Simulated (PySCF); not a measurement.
Molfile (atoms numbered from 1):
```
BH3O3
     RDKit          3D

  7  6  0  0  0  0  0  0  0  0999 V2000
    0.9385   -0.6818   -0.2677 O   0  0  0  0  0  0  0  0  0  0  0  0
   -0.2174   -0.0059    0.0496 B   0  0  0  0  0  0  0  0  0  0  0  0
   -0.3418    1.3532    0.1218 O   0  0  0  0  0  0  0  0  0  0  0  0
   -1.3363   -0.7323    0.3161 O   0  0  0  0  0  0  0  0  0  0  0  0
    1.7062   -0.1370   -0.4412 H   0  0  0  0  0  0  0  0  0  0  0  0
    0.4546    1.8480   -0.0680 H   0  0  0  0  0  0  0  0  0  0  0  0
   -1.1718   -1.6742    0.2425 H   0  0  0  0  0  0  0  0  0  0  0  0
  1  2  1  0
  2  3  1  0
  2  4  1  0
  1  5  1  0
  3  6  1  0
  4  7  1  0
M  END
```

Geometry: PBE0-D3(BJ)/def2-TZVP; GIAO absolute shieldings from PySCF 2.14.0 with density-fitted response routines, gas phase, non-relativistic, averaged over equivalent atoms.

At KT3/pcSseg-2 (186 basis functions, 22 s wall time on 1 thread of an Arm Neoverse N1, shared host):
| atoms | σ (ppm) |
| --- | --- |
| O1/O3/O4 | 248.1 |
| B2 | 82.3 |
| H5/H6/H7 | 29.41 |

Q: What do these become at wB97X-D/pcSseg-2?

A: 
| atoms | σ at wB97X-D/pcSseg-2 | change |
| --- | --- | --- |
| O1/O3/O4 | 252.5 | +4.4 |
| B2 | 81.6 | -0.7 |
| H5/H6/H7 | 29.20 | -0.21 |

The largest change is at O1/O3/O4 (oxygen bonded to B, H). Cost: 186 basis functions, 20 s wall time on 1 thread of an Arm Neoverse N1, shared host.
